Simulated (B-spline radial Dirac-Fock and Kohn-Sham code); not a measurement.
**Ba⁺ in Watson spheres of different radius**

These are calculated numbers from a radial atomic solver; the model is Dirac-Fock (average of configuration) total-energy differences with a finite nucleus, the Breit interaction including its frequency dependence, and self-energy and vacuum-polarisation corrections. The ion, [Xe] 6s1, sits in a hollow sphere of charge Q = -1, a simple model of the Madelung potential. Inside the sphere an electron's potential energy is raised by the constant 14.40·|Q|/R eV, so binding energies fall by about that much as long as the orbitals stay inside.

| radius (Å) | 14.40 |Q|/R (eV) | 1s (eV) | 2s (eV) | 2p1/2 (eV) | 2p3/2 (eV) | 3s (eV) | 3p1/2 (eV) | 3p3/2 (eV) | 3d3/2 (eV) | 3d5/2 (eV) | 4s (eV) | 4p1/2 (eV) | 4p3/2 (eV) | 4d3/2 (eV) | 4d5/2 (eV) | 5p1/2 (eV) | 5p3/2 (eV) | 6s (eV) |
| --- | --- | --- | --- | --- | --- | --- | --- | --- | --- | --- | --- | --- | --- | --- | --- | --- | --- | --- |
| 1.6 | 9.00 | 37445.5 | 6002.2 | 5631.7 | 5254.8 | 1302.6 | 1147.4 | 1073.0 | 803.4 | 788.1 | 270.2 | 211.8 | 196.3 | 99.00 | 96.41 | 22.34 | 20.17 | 3.59 |
| 1.8 | 8.00 | 37446.2 | 6003.0 | 5632.4 | 5255.5 | 1303.4 | 1148.1 | 1073.7 | 804.1 | 788.8 | 271.0 | 212.6 | 197.1 | 99.74 | 97.15 | 23.12 | 20.95 | 3.64 |

From the smallest to the largest radius 1s moves by +0.7 eV, while the constant potential alone would give +1.0 eV; the difference comes from charge outside the sphere and its screening.
